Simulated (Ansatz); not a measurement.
`[SiH3][O][SbH2]`. Charge 0, multiplicity 1. Sb: def2 effective core potential.

Cartesian coordinates in Å:
```
Si -0.461 1.287 0.330
O -0.084 -0.098 -0.449
Sb 0.505 -1.862 0.183
H 0.666 2.257 0.256
H -0.754 1.026 1.770
H -1.660 1.892 -0.305
H -0.216 -2.689 -1.133
H 2.004 -1.814 -0.652
```

Q: List the harmonic frequencies (cm⁻¹, unscaled) at PBE0-D4/def2-TZVP in Ansatz. (An estimate is asked.)

A: Ansatz gave: 22, 41, 115, 464, 657, 666, 717, 742, 846, 949, 960, 985, 1000, 1940, 1952, 2190, 2213, 2228.

Q: Is this a minimum?

A: Yes, all 18 modes are real.

Q: Give the ideal-gas thermochemistry at 298.15 K and 1 bar (rigid rotor, harmonic oscillator; point group C1, symmetry number 1).

A: Zero-point energy 111.8 kJ/mol; H(298) − E = 130.6 kJ/mol; entropy 354.2 J/(mol·K), of which translation 173.0, rotation 108.2, vibration 73.0; G(298) − E = 25.0 kJ/mol. Modes under 100 cm⁻¹ are hindered rotations or soft bends, so the harmonic entropy is rough.

Q: And at 400, 500, 600, 800 and 1000 K?

A: 
```tsv
T (K)	H − E (kJ/mol)	S (J/mol/K)	G − E (kJ/mol)
400	140.3	382.1	-12.5
500	151.3	406.6	-52.0
600	163.5	428.8	-93.8
800	190.5	467.5	-183.5
1000	220.1	500.4	-280.4
```

Q: Rotational constants (cm⁻¹)?

A: 0.9449, 0.05495, 0.0539.
